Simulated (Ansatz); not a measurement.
Computed with Ansatz on PBE0-D4/def2-TZVP structures; ΔE is electronic, products minus reactants. CBS: MP2 limit from def2 TZ/QZ plus the TZ coupled-cluster correction, frozen cores. DFT in def2-TZVPP. B3LYP here is the variant with VWN-RPA as its local correlation; programs differ in this. For Se outer-core shells are correlated without core-valence functions, which leaves a few kJ/mol of doubt a bond. Scalar relativity is left out up to krypton. One conformer a species, not always the lowest.

Reaction (redistribution): `CB[SiH2]Cl` + `F[SiH](F)[SeH]` → `Cl[SiH2][SeH]` + `CB[SiH](F)F`

```
          level  ΔE (eV)
            PBE     0.12
          B3LYP     0.10
CCSD/def2-TZVPP     0.10
  MP2/CBS(def2)     0.09
```

Task: What does CCSD(T)/CBS give? (Best estimate.)

Result: Ansatz gave: +0.10 eV. The listed levels differ from it by 0.02, 0.00, 0.00, -0.01 eV.

Largest T1 diagnostic among the species: 0.012.
